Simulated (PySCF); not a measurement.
**Energy profile**

The step: SiN₂H₆ ([NH2][SiH2][NH2]) + H₂ → SiNH₅ ([NH2][SiH3]) + NH₃; bonds formed: Si1–H7, N2–H6; bonds broken: Si1–N2, H6–H7 (atoms numbered as in the saddle structure below).

Si1  (-0.261, -0.530, 0.203)
N2  (1.349, -0.027, -0.605)
H3  (-0.747, -1.497, -0.854)
H4  (0.088, -1.451, 1.315)
N5  (-1.538, 0.592, 0.093)
H6  (1.288, 0.604, 0.423)
H7  (0.543, 0.774, 1.288)
H8  (2.054, -0.739, -0.759)
H9  (1.237, 0.548, -1.432)
H10  (-1.628, 1.367, 0.727)
H11  (-2.384, 0.358, -0.400)
(Å)

Electronic energies by CCSD(T) at an estimated basis limit (MP2 extrapolated from triple and quadruple zeta, plus CCSD(T) − MP2 in triple zeta), on PBE0-D4/def2-TZVP structures; SiN$_{2}$H$_{8}$, singlet; no counterpoise correction. PySCF 2.14 with density fitting (its default auxiliary sets; JK sets also for MP2 and CCSD(T)); basis: def2-TZVPP and def2-QZVPP; cores frozen in the correlated methods. Extrapolation: Hartree–Fock as exp(−7.88 √X), correlation as X^−2.97.

Question: Give the profile in eV, counted from the separated reactants. (An estimate is asked for; the value comes from the calculation.)

Answer: Computed:
```tsv
point	eV
separated: SiN$_{2}$H$_{6}$ (linked as [NH2][SiH2][NH2]; Si1, N2, H3, H4, N5, H8, H9, H10, H11; singlet) + H$_{2}$ (H6, H7; singlet)	0.000
start structure	-0.034
saddle	2.022
end structure	0.360
separated: SiNH$_{5}$ (linked as [NH2][SiH3]; Si1, H3, H4, N5, H7, H10, H11; singlet) + NH$_{3}$ (N2, H6, H8, H9; singlet)	0.465
```

T1 diagnostic: at most 0.011.

For scale, one of the runs: CCSD(T)/def2-TZVPP, 216 basis functions, launched by `OMP_NUM_THREADS=4 python run.py`. Time: 8.5 min of wall clock on 4 CPU threads of an Arm Neoverse V1; the host was shared. Peak host memory: 3 GiB.
